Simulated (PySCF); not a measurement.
# Broadened absorption spectrum of [C8H11]+

Species: C8H11 (charge +1).
SMILES: `C=C(C)[C+]1C=CCC1`

Theory: TDDFT CAM-B3LYP/def2-SVPD, vertical, gas phase, core orbitals frozen in the response (PySCF). Geometry: GFN2-xTB, one conformer, isolated ion. Torsions of this conformer, `[CH2:1]=[C:2]([CH3:3])[C+:4]1[CH:5]=[CH:6][CH2:7][CH2:8]1`: C1–C2–C4–C5 3°.

Computed states:

| state | E (eV) | f |
| --- | --- | --- |
| S1 | 4.11 | 0.442 |
| S2 | 5.51 | 0.0011 |
| S3 | 5.68 | 0.047 |
| S4 | 5.73 | 0.0077 |
| S5 | 6.01 | 0.0002 |
| S6 | 6.42 | 0.0018 |
| S7 | 6.58 | 0.0004 |
| S8 | 6.67 | 0.072 |

Each state is given a Gaussian of 0.25 eV full width at half maximum, with ε(max) = 2.175×10⁸ f / Δν̃ (Δν̃ the width in cm⁻¹). The width is an assumption, not a result. The curve ends short of the highest state used, and states not computed would add to its high-energy end.

**Question.** Give the broadened spectrum and its maxima.

**Answer.** 
E (eV), ε (L mol⁻¹ cm⁻¹) and a bar:
```
     3.74        103 
     3.79        480 
     3.85       2272 #
     3.90       6499 ####
     3.95      14891 #########
     4.01      30051 ###################
     4.06      42268 ###########################
     4.12      47494 ##############################
     4.17      41008 ##########################
     4.23      25656 ################
     4.28      13599 #########
     4.33       5774 ####
     4.39       1541 #
     4.44        402 
     4.50         60 
     4.55         10 
     4.61          1 
     4.66          0 
     4.71          0 
     4.77          0 
     4.82          0 
     4.88          0 
     4.93          0 
     4.99          0 
     5.04          0 
     5.10          0 
     5.15          0 
     5.20          2 
     5.26         10 
     5.31         33 
     5.37        124 
     5.42        343 
     5.48       1005 #
     5.53       2082 #
     5.58       3588 ##
     5.64       5287 ###
     5.69       5802 ####
     5.75       4903 ###
     5.80       3373 ##
     5.86       1631 #
     5.91        712 
     5.96        261 
     6.02         70 
     6.07         27
```

Maxima: 301 nm (4.11 eV), ε about 48000, made up of S1 (100%); 218 nm (5.69 eV), ε about 5800, made up of S3 (86%) and S4 (13%) (ε in L mol⁻¹ cm⁻¹; maxima over ε = 5, shares over 10%).

**Question.** On this curve, what absorbance would a 10⁻⁵ mol/L sample give at 222 nm over a 1 cm path?

**Answer.** 222 nm is 5.585 eV, where ε is about 3700 L mol⁻¹ cm⁻¹, so A = ε c l ≈ 0.037 (Beer–Lambert, with the gas-phase spectrum and the assumed width).

**Question.** What would ε be at 4.11 eV, the highest of these maxima, with half the width (0.125 eV)?

**Answer.** About 95200 L mol⁻¹ cm⁻¹ against 47600, a factor of about 2.00; a lone state at its own centre would give exactly 2.
